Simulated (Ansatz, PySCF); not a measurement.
Gas-phase reaction (SMILES): N[Si](N)(F)F + 4 [H][H] (H2) -> 2 F (HF) + 2 N (NH3) + [SiH4] (SiH4); energy of full hydrogenation.

Each molecule is optimised on its own at B3LYP-D3(BJ)/def2-TZVP (Ansatz, a first-principles code), one conformer each, not searched for the lowest. Valence correlation only, unless marked. Spin-orbit coupling is left out. Non-relativistic. Basis-set limits of correlation are two-point, X^-3; Hartree-Fock from the larger set. The bracket is a focal-point correction in the basis named. Thermal terms are rigid-rotor harmonic-oscillator values from B3LYP-D3(BJ) frequencies (Ansatz or PySCF) at 298.15 K and 1 atm. 1 Eh = 627.5095 kcal/mol.

```csv
species,"E, RI-MP2/CBS(aug-cc-pV(T+d)Z,aug-cc-pV(Q+d)Z)+[CCSD(T)-MP2]/aug-cc-pV(T+d)Z (Ansatz) (Eh)","E, wB97M-V/def2-TZVPD (Ansatz) (Eh)",H - E (Eh),G - E (Eh)
N[Si](N)(F)F,-600.70038,-601.36242,0.06676,0.02995
[H][H] (H2),-1.17524,-1.16077,0.01336,-0.00144
F (HF),-100.39388,-100.46200,0.01259,-0.00713
N (NH3),-56.50756,-56.55014,0.03799,0.01614
[SiH4] (SiH4),-291.46108,-291.84546,0.03520,0.01198
```

Work out ΔE and ΔH, ΔG, ΔS and the equilibrium constant at 298.15 K at the first level, then ΔH at the second.


1. ΔE = [2×(-100.39388) + 2×(-56.50756) + (-291.46108)] - [(-600.70038) + 4×(-1.17524)] = 0.13738 Eh = 86.2 kcal/mol at RI-MP2/CBS(aug-cc-pV(T+d)Z,aug-cc-pV(Q+d)Z)+[CCSD(T)-MP2]/aug-cc-pV(T+d)Z.
2. The terms H - E add up to 0.01616 Eh, so ΔH = (0.13738 + (0.01616))×627.5095 = 96.3 kcal/mol.
3. The terms G - E add up to 0.00581 Eh, so ΔG = 89.9 kcal/mol, and ΔS = (0.01616 - (0.00581))×627509.5/298.15 = 21.8 cal/(mol K).
4. log10 K = -ΔG/(RT ln 10) = -65.9, with RT ln 10 = 1.3642 kcal/mol.
5. At wB97M-V/def2-TZVPD the same steps give ΔE = 85.2 and ΔH = 95.3 kcal/mol, a shift of -1.0 from the first level.
6. These values are not checked against measurement here, since the tables used lack a sound gas-phase enthalpy of formation for at least one species.
